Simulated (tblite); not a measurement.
Run record: tight-binding relaxation, `C=C(C)[C@H]1C[CH2][AlH][CH2]1`.

Computed with GFN2-xTB geometry optimisation, gas phase (tblite 0.8.0). Start geometry: from a force field or distance geometry. A driver script takes a list of jobs; this job's settings line and coordinates (Å) are shown.

Command:
```bash
OMP_NUM_THREADS=1 python probes_run.py task.json out
```

Input:
```
{"job": {"kind": "relax", "xc": "GFN2-xTB", "basis": "xTB"}, "charge": 0, "multiplicity": 1}
C     -1.968200    -0.982600    -0.223900
C     -1.321100     0.044200     0.281900
C     -2.117500     1.223000     0.733200
C      0.184000     0.050300     0.437500
C      0.668700    -1.187100    -0.216800
C      2.191100    -1.236900    -0.173300
Al     2.508400     0.666500    -0.732400
C      0.625000     1.252700    -0.398100
H     -1.514000    -1.898900    -0.577100
H     -3.067200    -0.906800    -0.296800
H     -1.625500     2.158300     0.392400
H     -2.191600     1.170800     1.838700
H     -3.131600     1.107200     0.276300
H      0.452900     0.160500     1.498600
H      0.296800    -1.268700    -1.262000
H      0.331600    -2.072100     0.364200
H      2.597200    -1.468800     0.813400
H      2.607100    -1.857300    -0.993300
H      3.803300     1.561600    -0.622700
H      0.037400     1.305900    -1.320400
H      0.624200     2.195100     0.180100
```

Output:
```
step      E/eV     max force
  0    -614.72653    2.513
  1    -614.99609    1.283
  2    -615.14863    0.860
  3    -615.23229    0.757
  4    -615.29854    0.467
  5    -615.35346    0.436
  6    -615.38359    0.463
  7    -615.41414    0.357
  8    -615.42919    0.261
  9    -615.43863    0.203
... (139 lines left out)
149    -615.58354    0.014
150    -615.58357    0.015
151    -615.58363    0.016
152    -615.58369    0.027
153    -615.58376    0.026
154    -615.58381    0.018
155    -615.58385    0.011
156    -615.58388    0.011
157    -615.58390    0.011
158    -615.58392    0.009
```

«max force» is the largest atomic force in eV/Å.

From which step on does the largest force stay under 0.1 eV/Å, and how much energy is left to gain from there?

From step 118 (0.033 eV/Å), 2.8 meV above the end.

Main results: energy lowered by 19.8 kcal/mol over 158 steps; largest atomic force 0.009 eV/Å at the end.

Give the final coordinates.

0.574 Å rms from the input after alignment:
```
atom  x, y, z in Å
C1    -2.1025   -0.6259   -0.6953
C2    -1.4107    0.0827    0.1836
C3    -2.0882    0.9377    1.2135
C4     0.0967    0.1353    0.2033
C5     0.7669   -1.2252   -0.0753
C6     2.2899   -1.1275    0.1642
Al7    2.5416    0.6554   -0.7023
C8     0.6216    1.1900   -0.8101
H9    -1.6332   -1.2398   -1.4441
H10   -3.1796   -0.6198   -0.7009
H11   -1.7416    1.9683    1.1393
H12   -1.8466    0.5790    2.2144
H13   -3.1680    0.9218    1.0897
H14    0.4158    0.4476    1.2071
H15    0.5883   -1.4957   -1.1189
H16    0.3055   -1.9925    0.5525
H17    2.4846   -1.1589    1.2448
H18    2.7873   -2.0116   -0.2484
H19    3.8234    1.3890   -1.1416
H20    0.1320    1.0149   -1.7773
H21    0.3080    2.1921   -0.4985
```

How long does this job take on one thread, Arm Neoverse N1 (aarch64), shared host with 64 logical CPUs at a one-minute load of 56?

About 2.2 s.
Labels such as C1 count atoms from 1, the log's own numbers from 0.
